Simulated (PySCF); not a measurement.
## $^{19}$F chemical shifts

Level of theory: shieldings: GIAO PBE0/pcSseg-1, coordinates at the GFN2-xTB level, in PySCF (in vacuum, single conformer, equivalent nuclei averaged, non-relativistic Hamiltonian).

Shieldings were converted by a linear fit to measured shifts: $^{19}$F: δ = 146.13 − 0.903σ +14.6 on sp3 carbon (rms 6.0 ppm, 223 shifts, 7.0 ppm with the 5 outliers that the fit left out vs CFCl3, solution or neat liquid). Occasional misses reach two or three times the rms, and more in compound classes unlike the fitted ones.

Q: Give the $^{19}$F shifts of `C#C[C@@H](CF)C(N)=O`, `N#Cc1cccc(F)p1`, `C=CCF`, `CP(C)(=N)CCC(F)(F)F`.

A: 
| compound | environment | δ (ppm) |
| --- | --- | --- |
| C#C[C@@H](CF)C(N)=O | fluorine on an sp3 carbon | -222.6 |
| N#Cc1cccc(F)p1 | aryl fluorine | -76.2 |
| C=CCF | fluorine on an sp3 carbon | -230.1 |
| CP(C)(=N)CCC(F)(F)F | fluorine of a CF3 group (×3) | -69.4 |

Q: Order these by $^{19}$F shift, lowest first.
A. O=CN[C@@H]1C=C[C@H]1F
B. C/C=C/F
C. N#CC[C@@H](C=O)CF
D. CCC[P@@](C)(=N)C(F)(F)F

A: C (-224.3 ppm, fluorine on an sp3 carbon), A (-166.3 ppm, fluorine on an sp3 carbon), B (-120.9 ppm, vinylic fluorine), D (-76.2 ppm, fluorine of a CF3 group).
